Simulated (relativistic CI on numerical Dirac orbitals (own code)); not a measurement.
# Ag³⁺: resonant inelastic scattering at the M2,3 edge

Computed with this model: Dirac-Coulomb-Breit CI, KLI orbitals optimised for each configuration, a model potential for QED, Kramers-Heisenberg scattering through one core-hole configuration in a parametric crystal field, unscaled Slater integrals; configurations [Kr] 4d8 → [Ne] 3s2 3p5 3d10 4s2 4p6 4d9; 10 K; core-hole width 2 eV; summed over polarisations. Incident energies are the highest absorption maxima for each field (at most a few, so the weaker spin-orbit partner edge can be absent), on the computed scale of the free ion. Intensities are in per cent of the strongest line above 0.02 eV; levels within 1 cm⁻¹ are merged; final levels count from the ground level, the first row holds all elastic scattering, lines under 0.4 are left out and each table stops after 24 rows. The scale of the Slater integrals is a model choice and moves the terms in proportion.

Field parameters in Wybourne normalisation: D3d B²₀ = −7Dσ, B⁴₀ = −14Dq − 21Dτ, B⁴₃ = −14√(10/7) Dq. The field is a parameter set, without covalency.

S is read from ⟨S²⟩ = S(S + 1).

D3d, 10Dq = 25450, Dσ = -1200, Dτ = -160 cm⁻¹:

| Final level (eV) | Degeneracy | Irrep | S | 575.9 eV | 607.6 eV |
| --- | --- | --- | --- | --- | --- |
| 0.000 | 1 | A1 | 1.00 | 227.1 | 20.2 |
| 0.002 | 2 | E | 1.00 | 41.9 | 5.7 |
| 1.975 | 2 | E | 0.13 | 37.8 | 9.7 |
| 2.930 | 2 | E | 0.99 | 50.5 | 6.0 |
| 2.956 | 2 | E | 0.97 | 100.0 | 14.9 |
| 2.972 | 1 | A2 | 1.00 | 16.2 | 1.0 |
| 3.011 | 1 | A1 | 0.99 | 30.3 | 10.7 |
| 3.313 | 2 | E | 0.99 | 24.7 | 5.3 |
| 3.345 | 1 | A2 | 1.00 | 55.6 | 6.9 |
| 3.562 | 1 | A1 | 0.25 | 14.4 | 6.3 |
| 4.390 | 2 | E | 0.99 | 30.4 | 10.2 |
| 4.423 | 2 | E | 0.99 | 22.4 | 10.4 |
| 4.426 | 1 | A2 | 1.00 | 3.8 | 4.6 |
| 4.460 | 1 | A1 | 0.90 | 1.8 | 13.2 |
| 4.537 | 1 | A1 | 1.00 | 33.4 | 1.4 |
| 4.564 | 2 | E | 0.98 | 43.6 | 9.4 |
| 4.906 | 2 | E | 0.12 | 9.5 | 4.2 |
| 5.318 | 1 | A1 | 0.10 | 7.7 | 6.3 |
| 5.720 | 2 | E | 0.06 | 11.4 | 17.1 |
| 5.912 | 1 | A2 | 0.07 | 3.3 | 4.9 |
| 6.616 | 1 | A1 | 0.98 | 1.8 | 0.7 |
| 6.634 | 1 | A2 | 0.98 | 0.4 | 0.9 |
| 6.665 | 2 | E | 0.99 | 3.7 | 1.2 |
| 6.741 | 2 | E | 0.97 | 1.9 | 1.5 |

D3d, 10Dq = 25450, Dσ = -860, Dτ = -160 cm⁻¹:

| Final level (eV) | Degeneracy | Irrep | S | 575.9 eV | 607.6 eV |
| --- | --- | --- | --- | --- | --- |
| 0.000 | 1 | A1 | 1.00 | 245.5 | 22.3 |
| 0.001 | 2 | E | 1.00 | 37.2 | 5.0 |
| 1.977 | 2 | E | 0.13 | 41.3 | 10.8 |
| 2.956 | 2 | E | 0.99 | 50.8 | 6.8 |
| 2.983 | 2 | E | 0.98 | 100.0 | 13.8 |
| 2.996 | 1 | A2 | 1.00 | 24.0 | 1.9 |
| 3.046 | 1 | A1 | 0.99 | 33.0 | 10.5 |
| 3.272 | 2 | E | 0.99 | 38.2 | 7.7 |
| 3.307 | 1 | A2 | 1.00 | 49.4 | 6.5 |
| 3.560 | 1 | A1 | 0.25 | 14.5 | 6.2 |
| 4.376 | 2 | E | 0.99 | 29.2 | 10.6 |
| 4.395 | 1 | A2 | 1.00 | 4.2 | 5.2 |
| 4.412 | 2 | E | 0.99 | 29.3 | 10.9 |
| 4.445 | 1 | A1 | 0.90 | 4.8 | 14.0 |
| 4.523 | 1 | A1 | 0.99 | 30.1 | 2.4 |
| 4.551 | 2 | E | 0.98 | 45.3 | 10.3 |
| 4.957 | 2 | E | 0.11 | 10.2 | 5.2 |
| 5.259 | 1 | A1 | 0.09 | 7.7 | 6.1 |
| 5.707 | 2 | E | 0.05 | 12.2 | 17.3 |
| 5.866 | 1 | A2 | 0.06 | 4.1 | 5.9 |
| 6.668 | 1 | A1 | 0.98 | 1.6 | 0.8 |
| 6.688 | 1 | A2 | 0.99 | 0.4 | 0.9 |
| 6.717 | 2 | E | 0.99 | 3.5 | 1.3 |
| 6.784 | 2 | E | 0.97 | 2.7 | 1.5 |

For the first field the strongest loss at the lowest incident energy is the level at 2.96 eV (S = 0.97, against 1.00 in the thermal ground state). Levels of other spin, the first over 8 % at 1.98 eV, appear because spin-orbit coupling of the core hole, and in heavier ions of the valence shell too, mixes spins.
